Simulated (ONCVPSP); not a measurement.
## Ag: one change to an ONCV potential, before and after

```
Element                 : Ag
Generator               : ONCVPSP 4.0.1
Type                    : optimised norm-conserving Vanderbilt (ONCV)
Functional              : PBEsol
Relativity              : fully relativistic
Frozen core             : [Ar] 3d10
Valence charge          : 19
Reference configuration : 4s2 4p6 4d10 (charge +1)
Partial waves           : 4s: rc 1.45 bohr, ncon 5, nbas 8, qcut 7 1/bohr, 2 projectors, debl 1.8 Ha; 4p: rc 1.20 bohr, ncon 4, nbas 7, qcut 10.4 1/bohr, 2 projectors, debl 3.5 Ha; 4d: rc 1.80 bohr, ncon 3, nbas 8, qcut 7.6 1/bohr, 2 projectors, debl 1.5 Ha
Local potential         : polynomial inside 1.05 bohr (lpopt 5, dvloc0 -1 Ha)
Core correction         : Teter function, fcfact 3, rcfact 1.6
```

Open shells are filled in proportion to 2j + 1.

In the s channel the program set the typed energies aside and used -3.790, 0.250 Ha.

All-electron outer shells of the reference configuration (PBEsol, scalar-relativistic, ld1.x):

| shell | level (eV) | outermost node (bohr) | outermost maximum (bohr) |
| --- | --- | --- | --- |
| 4s | -103.18 | 0.44 | 0.82 |
| 4p | -66.76 | 0.44 | 0.87 |
| 4d | -15.64 | 0.43 | 1.04 |

Change: p: rc 0.9; local potential polynomial inside 0.90 bohr (lpopt 5, dvloc0 -1 Ha).

Cutoffs: the cutoffs (Ha) at which the residual kinetic energy of the hardest occupied pseudo-wave falls to 1 and 0.1 mHa per electron; they do not see the model core or the augmentation charge, which bear on the density cutoff. Errors are all-electron minus pseudo energies relative to the spin-unpolarised reference configuration.

Predict the effect on cutoff, ghosts and configuration errors.

The potential gets harder (42 Ha and 77 Ha → 51 Ha and 81 Ha); the errors of the 4 common tests hardly move; neither file shows a bound ghost. A smaller radius makes the pseudo-wave follow the all-electron one further in, where it bends more sharply, so more plane waves are needed.

```csv
quantity,base,changed
"cutoff, loose",42 Ha,51 Ha
"cutoff, tight",77 Ha,81 Ha
loose cutoff by channel,"s 39 Ha, p 42 Ha, d 23 Ha","s 39 Ha, p 51 Ha, d 23 Ha"
bound ghosts,none,none
GHOST(+) flags under 300 eV,s at 219.2 eV,s at 136.8 eV
"error for 4s2 4p6 4d10 5s1, meV [ΔE -7.75 eV]",+0.8,+0.9
"error for 4s2 4p6 4d9, meV [ΔE 22.12 eV]",+6.7,+6.7
"error for 4s2 4p6 4d8, meV [ΔE 58.29 eV]",+51,+51
"error for 4s2 4p6 4d9 5s1 5p1, meV [ΔE 0.85 eV]",+13,+13
s: phases at 1.47 bohr within 0.05 rad from the reference energy up to (Ha; the scan ends near 5),to the end of the scan,4.8
d5/2: phases at 1.83 bohr within 0.05 rad from the reference energy up to (Ha; the scan ends near 5),to the end of the scan,to the end of the scan
d3/2: phases at 1.83 bohr within 0.05 rad from the reference energy up to (Ha; the scan ends near 5),to the end of the scan,to the end of the scan
"rms error of d²Exc/dni dnj with the model core, mHa",4.14,4.18
```
